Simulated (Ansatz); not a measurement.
Basis sets compared for In4Sb4H14, a cluster cut from wurtzite InSb (hydrogen-capped). Total charge 0; singlet. Geometry r2SCAN-D4/def2-SVP. Ansatz on 2 threads of AMD EPYC 7R13 on a shared host and a share (18 GiB) of an NVIDIA H100 80GB HBM3; times are rough, and most runs start from earlier orbitals.

```xyz
22

In   -1.749   -0.808    2.637
Sb   -2.759   -0.467   -0.127
In    1.543    2.533    1.368
Sb    0.962   -0.194    1.983
Sb    0.177    2.497   -1.261
In   -1.150    0.233   -2.374
In    2.391   -2.170    0.497
Sb    0.924   -1.693   -2.033
H    -2.505    0.504    3.463
H    -1.961   -2.500    2.892
H    -4.067    0.621   -0.214
H    -3.646   -1.817   -0.669
H     0.544    3.605    2.278
H     3.196    2.733    0.915
H     1.704   -0.344    3.513
H    -0.965    3.751   -1.417
H     1.178    3.043   -2.526
H    -1.899    0.384   -3.919
H     1.875   -3.762    0.919
H     3.980   -1.628    0.102
H     0.259   -3.121   -2.680
H     1.968   -1.400   -3.347
```

In the def2 sets In, Sb take a core potential; there is no spin–orbit coupling. Single mean-field runs in def2-TZVP are fitted with def2-universal-jkfit.

Binding counts from free atoms (In doublet, Sb quartet, H doublet) in the same basis, without a counterpoise term.

```csv
level,functions,energy (Eh),HOMO (eV),LUMO (eV),binding per atom (eV),wall time
PBE-D4/def2-SVP,278,-1729.9430,-5.87,-2.29,2.11,9 s
PBE0-D4/def2-SVP,278,-1730.0161,-6.79,-1.60,2.10,7.5 s
```

Problem. Estimate the rows for PBE-D4/def2-TZVP, PBE0-D4/def2-TZVP.

Solution. 
```csv
level,functions,energy (Eh),HOMO (eV),LUMO (eV),binding per atom (eV),wall time
PBE-D4/def2-TZVP,484,-1730.0177,-5.94,-2.40,2.13,6 s
PBE0-D4/def2-TZVP,484,-1730.0810,-6.83,-1.68,2.13,5.5 s
```
